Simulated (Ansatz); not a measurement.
Ansatz (an electronic-structure program) input:

Ansatz 0.2 input:
```yaml
crystal:
  periodic: [false, false, false]
  atoms:
    - {symbol: C, position_ang: [2.31800870, -0.30045345, 0.54485877]}
    - {symbol: Si, position_ang: [0.93743721, -0.20179394, -0.83486581]}
    - {symbol: O, position_ang: [-0.34344624, 0.50903115, 0.19818307]}
    - {symbol: Si, position_ang: [-1.87272561, 0.04895015, 0.32894148]}
    - {symbol: H, position_ang: [2.35680172, 0.60956863, 1.15506318]}
    - {symbol: H, position_ang: [2.14601377, -1.15078941, 1.21376816]}
    - {symbol: H, position_ang: [3.30228942, -0.44446870, 0.08108319]}
    - {symbol: H, position_ang: [1.44404332, 1.13705823, -1.42728923]}
    - {symbol: H, position_ang: [-2.06811053, -1.37173872, 0.75474057]}
    - {symbol: H, position_ang: [-2.68738254, 0.20971814, -0.91593254]}
    - {symbol: H, position_ang: [-2.56009962, 0.88093626, 1.36689035]}
basis:
  gaussian:
    orbitals: def2-TZVPD
hamiltonian:
  xc: {name: B3LYP}
total_charge: -1
output: {forces: true}
```

### Question
Predict the final energy.

### Answer
-696.72740 Eh (B3LYP/def2-TZVPD). The basis has 226 functions.

It need not be the lowest isomer of its formula. Whether it binds its extra electron was not tested at this geometry.
